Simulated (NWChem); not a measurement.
C$_{4}$H$_{9}$Cl; SMILES CC(C)CCl

```xyz
14

C      1.4596     0.9579     0.1338
C      0.0107     0.8525    -0.3244
C     -0.7618     2.1419    -0.0569
C     -0.7183    -0.3107     0.3329
Cl    -0.0062    -1.9025    -0.0794
H      1.5161     1.1727     1.2143
H      1.9816     1.7689    -0.3962
H      2.0027     0.0205    -0.0540
H      0.0028     0.6621    -1.4126
H     -1.7956     2.0858    -0.4324
H     -0.2741     2.9976    -0.5480
H     -0.8067     2.3623     1.0227
H     -0.6933    -0.2261     1.4302
H     -1.7689    -0.3501     0.0128
```
Atoms are numbered in this order, from 1.

All runs: NWChem. Pople sets run with spherical d functions. All runs use the structure optimised with PBE0/def2-SVP. Level PBE/6-31G*: energy and gradient; each run changes one setting, and changes count from the defaults (medium grid, exact Coulomb integrals, symmetry on).

Q: Which setting moves the energy most, and by about how much (defaults; symmetry off; coarse grid; Becke weights)?

A: coarse grid, by about 100 μHa.
| setting | size of the energy change (μHa) | largest change of a gradient component (μHa/bohr) |
|---|---|---|
| defaults | < 10 | < 30 |
| symmetry off | < 10 | other frame |
| coarse grid | 100 | 80 |
| Becke weights | < 10 | 80 |
